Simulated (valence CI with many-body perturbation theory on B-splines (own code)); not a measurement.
# Level structure of Tc XXI

Method: configuration interaction combined with many-body perturbation theory (CI+MBPT): five valence electrons over a frozen Dirac-Fock core [Ar], a basis of 7 s, 7 p, 8 d, 6 f, 4 g, 1 h functions for each j, with the one-electron correlation potential Σ1, the two-electron term Σ2, the three-electron term Σ3, Breit, model QED; selected CI, second order for the rest, scaled by the run's own slope (own B-spline code, finite nucleus).

No measured levels were compared; by estimate terms of the open shell hold to 2 to 4 % of their energy, and close levels can change places. Among the levels kept, up to 560 cm⁻¹ of a level comes from second order outside the variational space, and about a tenth of that is noise between levels of different J, which matters for small intervals. Only levels of the ground parity were solved; by the run's estimate the other parity begins above the list, which can be wrong where configurations are misplaced.

Levels 1 to 31 of 31, with energies above the lowest level, 3d⁵ ⁶S_5/2. "Leading %" is the weight of the configuration and term that name the level; weights of strongly mixed levels are sums over their largest components and can fall short, so below about 35 % the name and the second component can differ from the true leading terms, or belong to a minority configuration. Lifetimes count E1, E2, E3, M1 and M2 decay at the calculated energies, and are blank where another channel may lead or the interval is too uncertain; long ones can be off by a factor of two.

| No. | Configuration | Term | J | E (eV) | Leading % | g | Second component | Lifetime |
| --- | --- | --- | --- | --- | --- | --- | --- | --- |
| 1 | 3d⁵ | ⁶S | 5/2 | 0.000 | 92 | 1.964 | 7 % 3d⁵ ⁴P |  |
| 2 | 3d⁵ | ⁴G | 5/2 | 10.683 | 35 | 1.019 | 16 % 3d⁵ ²F | 909 μs |
| 3 | 3d⁵ | ⁴G | 7/2 | 12.433 | 77 | 1.043 | 10 % 3d⁵ ²F | 12.9 ms |
| 4 | 3d⁵ | ⁴G | 11/2 | 12.636 | 88 | 1.244 | 10 % 3d⁵ ²H |  |
| 5 | 3d⁵ | ⁴G | 5/2 | 12.951 | 44 | 1.066 | 25 % 3d⁵ ⁴P | 660 μs |
| 6 | 3d⁵ | ⁴P | 3/2 | 12.995 | 53 | 1.443 | 40 % 3d⁵ ⁴D | 508 μs |
| 7 | 3d⁵ | ⁴G | 9/2 | 13.074 | 92 | 1.168 | 4 % 3d⁵ ⁴F | 159 ms |
| 8 | 3d⁵ | ⁴P | 1/2 | 14.176 | 71 | 1.972 | 25 % 3d⁵ ⁴D | 23.7 ms |
| 9 | 3d⁵ | ⁴D | 7/2 | 15.659 | 79 | 1.349 | 14 % 3d⁵ ⁴G | 2.33 ms |
| 10 | 3d⁵ | ⁴D | 5/2 | 16.801 | 49 | 1.326 | 23 % 3d⁵ ²D | 711 μs |
| 11 | 3d⁵ | ⁴D | 1/2 | 17.342 | 75 | 0.661 | 24 % 3d⁵ ⁴P | 1.39 ms |
| 12 | 3d⁵ | ⁴D | 3/2 | 17.814 | 52 | 1.361 | 39 % 3d⁵ ⁴P | 616 μs |
| 13 | 3d⁵ | ²I | 11/2 | 18.122 | 78 | 0.971 | 15 % 3d⁵ ²H | 2.06 ms |
| 14 | 3d⁵ | ²I | 13/2 | 19.352 | 100 | 1.074 |  | 18.6 ms |
| 15 | 3d⁵ | ²F | 7/2 | 19.686 | 45 | 1.127 | 34 % 3d⁵ ⁴F | 2.51 ms |
| 16 | 3d⁵ | ²D | 3/2 | 19.930 | 52 | 0.685 | 41 % 3d⁵ ⁴F | 544 μs |
| 17 | 3d⁵ | ²F | 5/2 | 20.179 | 28 | 1.095 | 24 % 3d⁵ ⁴P | 231 μs |
| 18 | 3d⁵ | ²G | 9/2 | 20.211 | 44 | 1.176 | 38 % 3d⁵ ⁴F | 1.83 ms |
| 19 | 3d⁵ | ⁴F | 5/2 | 22.182 | 54 | 1.039 | 29 % 3d⁵ ²F | 733 μs |
| 20 | 3d⁵ | ²H | 9/2 | 22.881 | 55 | 1.086 | 40 % 3d⁵ ⁴F | 467 μs |
| 21 | 3d⁵ | ²F | 7/2 | 23.595 | 36 | 1.105 | 28 % 3d⁵ ²G | 578 μs |
| 22 | 3d⁵ | ⁴F | 3/2 | 24.138 | 52 | 0.625 | 42 % 3d⁵ ²D | 646 μs |
| 23 | 3d⁵ | ²G | 7/2 | 24.463 | 50 | 1.022 | 41 % 3d⁵ ²F | 525 μs |
| 24 | 3d⁵ | ²F | 5/2 | 25.044 | 65 | 0.964 | 18 % 3d⁵ ²D | 501 μs |
| 25 | 3d⁵ | ²H | 11/2 | 25.832 | 75 | 1.064 | 20 % 3d⁵ ²I |  |
| 26 | 3d⁵ | ²F | 7/2 | 26.518 | 60 | 1.146 | 29 % 3d⁵ ⁴F | 749 μs |
| 27 | 3d⁵ | ²G | 9/2 | 26.651 | 51 | 1.085 | 31 % 3d⁵ ²H | 754 μs |
| 28 | 3d⁵ | ²S | 1/2 | 27.653 | 91 | 1.971 | 5 % 3d⁵ ⁴P | 360 μs |
| 29 | 3d⁵ | ²D | 5/2 | 27.958 | 43 | 1.044 | 39 % 3d⁵ ²F | 229 μs |
| 30 | 3d⁵ | ²D | 3/2 | 30.796 | 95 | 0.810 |  | 249 μs |
| 31 | 3d⁵ | ²D | 5/2 | 32.333 | 78 | 1.149 | 16 % 3d⁵ ²F | 221 μs |

Names give the largest LS component (configuration and term), which can be under half, so a name can repeat, a term be missing and a line seem to break the LS rules; names also repeat where a configuration has a term twice.

The ionisation energy to 3d⁴ ⁵D0 of the next ion comes out as 903.36 eV (NIST: 904 ± 4 eV (theoretical)). All 31 levels together are meant to be complete up to 33.632 eV.
